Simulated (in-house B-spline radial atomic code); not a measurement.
# RPA and G0W0 on BHandHLYP: F6+

Configuration [He] 2s1, highest spin, mean-field start BHandHLYP. Computed with an all-electron radial atomic-structure program (B-spline basis): all electrons, scalar-relativistic (spin-free one-electron X2C), finite nucleus, each spin shell either full or empty, empty states to l = 9 with an (l + 1/2)⁻⁴ tail; G0W0 by contour deformation at full frequency.

Command:
```bash
python run_gw.py task.json out
```
Settings (radii: box in bohr, nucleus in fm):
```
Z                        9
electrons                3
configuration            [He] 2s1
hamiltonian              x2c
method                   bhandhlyp
lmax                     9
rms_radius               2.8976
spin_polarised           True
box_radius               9.29
intervals                68
ion_configuration        1s2
```

Cost of the run: 2.2 s on 1 thread of Arm Neoverse N1, on a shared host.

Energies (hartree):

```json
{"term": "mean-field total", "value": "-82.42977"}
{"term": "Hartree-Fock functional on these orbitals", "value": "-82.36120"}
{"term": "direct second order", "value": "-0.14918"}
{"term": "second-order exchange", "value": "0.098066"}
{"term": "SOSEX correction", "value": "0.08824"}
```

Task: What is the RPA correlation energy, and what remains with SOSEX?

Result: RPA gives -0.13757 hartree (-1.25 eV per electron); RPA + SOSEX gives -0.049331, and the second-order doubles -0.051118 hartree (no singles). SOSEX takes back 64 % of the RPA value.

Quasi-particle levels (eV):

```tsv
level	occupied	mean field	Σx - vxc	Σc	QP weight	G0W0
2s up	yes	-179.65	-5.43	?	?	?
1s down	yes	-884.55	-25.72	2.43	0.980	-907.84
2s down	no	-161.23	7.61	-3.17	0.946	-156.79
```

G0W0 = mean field + (Σx - vxc) + Σc, with Σc (partial-wave tail included) taken at the quasi-particle energy. Levels of low weight are left out.

Task: Where does G0W0 put 2s up?

Result: At -186.88 eV, with Σc = -1.80 eV and a quasi-particle weight of 0.975. The tabulated removal energy is 185.187 eV (NIST, measured).

Task: What does it cost to remove one electron (to 1s2) by differences of total energies, each species on its own start (correlation terms add to the Hartree-Fock functional)?

Result: BHandHLYP 186.05 eV, Hartree-Fock functional 185.06 eV, + RPA 186.37 eV, + RPA + SOSEX 185.19 eV, + second order 185.20 eV. Tabulated: 185.187 eV (NIST, measured).
